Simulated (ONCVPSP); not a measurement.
## Pseudopotential generation for scandium (Sc): ONCV, PBEsol, scalar-relativistic.

| Property | Result |
| --- | --- |
| Element | scandium (Sc) |
| Generator | ONCVPSP 4.0.1 |
| Type | optimised norm-conserving Vanderbilt (ONCV) |
| Functional | PBEsol |
| Relativity | scalar-relativistic |
| Frozen core | [Ne] |
| Valence charge | 11 |
| Reference configuration | 3s2 3p6 3d1 4s0.5 (charge +1.5) |
| Partial waves | 3s+4s: rc 1.40 bohr, ncon 4, nbas 8, qcut 9.8 1/bohr, 2 projectors; 3p: rc 1.15 bohr, ncon 4, nbas 7, qcut 6.2 1/bohr, 2 projectors, debl 3.4 Ha; 3d: rc 1.85 bohr, ncon 4, nbas 9, qcut 7.7 1/bohr, 2 projectors, debl 0.3 Ha |
| Local potential | polynomial inside 1.05 bohr (lpopt 3, dvloc0 2 Ha) |
| Core correction | Teter function fitted to the true core (icmod 2), fcfact 0.6 |

In the d channel the program set the typed energies aside and used -0.506, 0.250 Ha.

All-electron outer shells of the reference configuration (PBEsol, scalar-relativistic, ld1.x):

| shell | level (eV) | outermost node (bohr) | outermost maximum (bohr) |
| --- | --- | --- | --- |
| 2p | -399.01 | – | 0.23 |
| 3s | -65.89 | 0.42 | 0.92 |
| 3p | -44.55 | 0.39 | 0.97 |
| 3d | -13.78 | – | 1.08 |
| 4s | -12.64 | 1.31 | 2.84 |

Q: Estimate the cutoffs (Ha) at which the residual kinetic energy of the hardest occupied pseudo-wave falls to 1 and 0.1 mHa per electron.

A: 30 Ha and 94 Ha.

Q: What does a ghost test show?

A: No bound ghost flagged; no localised positive-energy state flagged.

Q: Tests: 3s2 3p6 3d1 4s2; 3s2 3p6 3d1 4s1; 3s2 3p6 3d1 4s0; 3s2 3p6 3d0 4s2 4p1. Which has the largest error in its energy relative to the reference configuration, and how large is it?

A: 3s2 3p6 3d0 4s2 4p1, with +63 meV (all-electron minus pseudo) on -9.00 eV.
